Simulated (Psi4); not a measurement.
Cl2Co (SMILES [Cl][Co][Cl]), quartet, geometry from GFN2-xTB (such geometries of metal compounds can be far from the true shape).

Psi4 was given this input:
```
memory 2 GB

molecule mol {
0 4
Co    0.000000    0.000000    0.000000
Cl   -0.000000   -0.000000   -1.947004
Cl    0.000000    0.000000    1.947004
}

set {
  basis def2-svp
  reference uks
}

energy('cam-b3lyp')
print_variables()
```

What does this run give for the dipole moment, number of basis functions, nuclear repulsion energy, total energy, <S^2>?


```yaml
dipole_moment: 0.00 D
number_of_basis_functions: 67
nuclear_repulsion_energy: 288.7774 Eh
total_energy: -2302.8807 Eh
"<S^2>": 3.759
```

These values belong to the state on which the SCF converged, which isn't shown to be the lowest.
